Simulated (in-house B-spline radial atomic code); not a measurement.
## Ionising K¹⁷⁺ with different functionals

Computed with a B-spline radial code for spherical atoms: non-relativistic Hamiltonian, point nucleus, spin-polarised at highest spin, spherical fractional occupations for the functionals. The ionisation energy is the difference of two self-consistent energies, 1s2 → 1s1, without Breit or QED terms; ε is the level of the shell that loses the electron (its least bound occupied spin orbital).

| method | rung | ΔSCF (eV) | -ε(1s) (eV) |
| --- | --- | --- | --- |
| RPBE | GGA | 4592.3 | 4476.7 |
| r2SCAN | meta-GGA | 4592.9 | 4489.0 |
| SCAN | meta-GGA | 4592.9 | 4489.0 |
| r2SCAN0 | global hybrid | 4592.8 | 4515.2 |
| B97-1 | global hybrid | ? | ? |
| CAM-B3LYP | range-separated hybrid | ? | ? |
| HSE06 | range-separated hybrid | 4590.6 | 4504.5 |

What does CAM-B3LYP give?

ΔSCF 4591.8 eV, and -ε(1s) = 4501.4 eV.

What does B97-1 give?

ΔSCF 4592.6 eV, and -ε(1s) = 4500.9 eV.

Among the functionals, which spreads more, the ΔSCF values or the orbital energies?

The orbital energies: ΔSCF values span about 2.3 eV and the orbital energies 38.5 eV; here energy differences depend much less on the functional than eigenvalues do.

How do they compare with the NIST value?

NIST lists 4610.807 eV (tabulated theory, ground level to ground level). Errors run from -20.2 to -17.9 eV. The correlated functionals all miss on the same side by more than they spread, so the cause is common to them (relativity, Breit-QED terms, or a listed next ion that isn't the cheapest removal here) and closeness doesn't rank the functionals.
